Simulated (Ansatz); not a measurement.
Cost and result for the atomization energy of BrCuF3P, SMILES `F[P+](F)(F)[Cu-][Br]` (6 atoms, 5 bonds).

Total charge 0; spin multiplicity 1. For Cu the d shell is correlated and the shells below it are frozen. Correlated methods include outer-core shells of Br, which these sets cover unevenly. Scalar relativity is left out up to krypton. All single points use the PBE0-D4/def2-TZVP geometry. It is one conformer, not always the lowest. Program: Ansatz. All runs use 4 threads of an Arm Neoverse V2 on a shared host. Times are those of one run each, without the atoms' runs, and a repeat can differ threefold. Electronic energies, without spin–orbit coupling; frozen cores. CCSD(T)/CBS adds CCSD(T) − MP2 in def2-TZVPP to the MP2 limit, and its time is that of the two runs behind it. T1 = 0.019. With those shells the extrapolation isn't a true limit. HSE06 is the plane-wave form, built on full-range PBE exchange.

CCSD(T)/CBS is a level of theory with its own doubt, some kJ/mol a heavy atom from the limit and from the frozen cores, so smaller differences don't rank the functionals.

```csv
level,functions,wall time
LDA (SPW92)/def2-TZVPP,247,1.4 s
PBE-D4/def2-TZVPP (with forces),247,2.7 s
PBE0-D4/def2-TZVPP,247,4.9 s
HSE06-D4/def2-TZVPP,247,5.5 s
BHLYP-D4/def2-TZVPP,247,5.5 s
B2PLYP/def2-TZVPP,247,7.5 s
PBE-QIDH/def2-TZVPP,247,7.5 s
B97M-V/def2-TZVPP,247,10 s
CCSD(T)/def2-SVP,123,15 s
ωB97M-V/def2-TZVPP (with forces),247,15 s
MP2/def2-QZVPP,430,23 s
CCSD(T)/def2-TZVPP,247,6.8 min
CCSD(T)/CBS(def2),–,7.2 min
```

Task: What atomization energy does each give, and how far from CCSD(T)/CBS? (Best estimate.)

Result: Computed: 
```tsv
level	atomization (kJ/mol)	difference from CCSD(T)/CBS	per bond
LDA (SPW92)/def2-TZVPP	2438.8	434.7	86.9
PBE-D4/def2-TZVPP (with forces)	2066.7	62.6	12.5
PBE0-D4/def2-TZVPP	1956.6	-47.5	-9.5
HSE06-D4/def2-TZVPP	1958.1	-46.0	-9.2
BHLYP-D4/def2-TZVPP	1823.5	-180.6	-36.1
B2PLYP/def2-TZVPP	1954.8	-49.3	-9.9
PBE-QIDH/def2-TZVPP	1950.0	-54.1	-10.8
B97M-V/def2-TZVPP	1999.0	-5.1	-1.0
CCSD(T)/def2-SVP	1707.1	-297.0	-59.4
ωB97M-V/def2-TZVPP (with forces)	2001.8	-2.3	-0.5
MP2/def2-QZVPP	2100.0	95.9	19.2
CCSD(T)/def2-TZVPP	1900.3	-103.8	-20.8
CCSD(T)/CBS(def2)	2004.1	0.0	0.0
```

From BLYP to BHLYP (50 % exact exchange), in def2-TZVPP and without D4, the atomization energy moves by −159.8 kJ/mol: exact exchange takes away binding that semilocal exchange gives to molecules. Leaving LDA and LC-ωPBE aside and taking each functional with its dispersion term where it has one, the values spread over 243.2 kJ/mol, from BHLYP-D4 to PBE-D4. LDA lies +389.1 kJ/mol from PBE without D4, its usual overbinding. The D4 term adds +27.9 kJ/mol with B3LYP and +14.5 kJ/mol with PBE0; it sums over pairs of atoms, weighted by their polarisabilities, and B3LYP, whose exchange is more repulsive, gets the larger term.

B3LYP here is the variant with VWN-RPA as its local correlation; programs differ in this.
